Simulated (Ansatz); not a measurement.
Reaction (ligand exchange at a Ge–N bond): `[NH2][GeH3]` + `O[SiH](O)F` → `O[SiH](F)[O][GeH3]` + NH₃

Calculated with Ansatz (gas phase, PBE0-D4/def2-TZVP geometries, no zero-point term in ΔE). CCSD(T)/CBS is the MP2 limit (def2-TZVPP, def2-QZVPP) plus CCSD(T) − MP2 in def2-TZVPP, frozen cores. This one scheme is used for every species. DFT in def2-TZVPP. For Ge outer-core shells are correlated without core-valence functions, which leaves a few kJ/mol of doubt a bond. Scalar relativity is left out up to krypton. Each species was taken in one conformer, which may not be the lowest.

`[NH2][GeH3]`:

Cartesian coordinates in Å:
```
N 0.457 0.431 0.977
Ge -0.124 -0.191 -0.657
H -0.156 1.122 1.390
H 0.607 -0.300 1.659
H 0.937 -1.183 -1.158
H -1.496 -0.905 -0.622
H -0.225 1.027 -1.588
```

`O[SiH](O)F`:

```xyz
7

O    -0.823    0.640   -0.872
Si    0.387   -0.022   -0.005
O    -0.030   -0.015    1.559
F     0.620   -1.504   -0.548
H    -0.887    0.431   -1.805
H     1.671    0.683   -0.122
H    -0.938   -0.213    1.793
```

`O[SiH](F)[O][GeH3]`:

```xyz
10

O    -0.583   -0.778   -1.581
Si   -0.713   -1.146    0.004
F     0.287   -2.350    0.316
O    -0.328    0.159    0.853
Ge    0.776    1.540    0.597
H    -0.533   -1.492   -2.217
H    -2.056   -1.613    0.383
H     0.059    2.545   -0.314
H     2.073    1.021   -0.038
H     1.019    2.114    1.997
```

NH₃:

```xyz
4

N    -0.187    0.124    0.170
H     0.233   -0.690    0.602
H    -0.614   -0.185   -0.694
H     0.568    0.751   -0.078
```

```tsv
level	ΔE (kcal/mol)	difference from CCSD(T)/CBS
LDA (SPW92)	-7.8	2.7
PBE-D4	-9.3	1.2
B97M-V	-11.3	-0.8
PBE0-D4	-9.7	0.8
B2PLYP	-10.5	0.0
BHLYP	-10.8	-0.3
RPA@PBE/def2-TZVPP	-10.9	-0.4
CCSD(T)/def2-SVP	-11.5	-1.0
SCS-MP2/def2-QZVPP	-11.1	-0.6
HF/CBS(def2)	-12.6	-2.1
CCSD(T)/CBS	-10.5	0
```

Largest T1 diagnostic among the species: 0.012.

At CCSD(T), def2-SVP lies −1.0 kcal/mol from the extrapolated value and def2-TZVPP −0.2 kcal/mol. Leaving LDA and LC-ωPBE aside and taking each functional with its dispersion term where it has one, the values, not all of them listed here, spread over 2.8 kcal/mol, from BHLYP-D4 to PBE-D4.
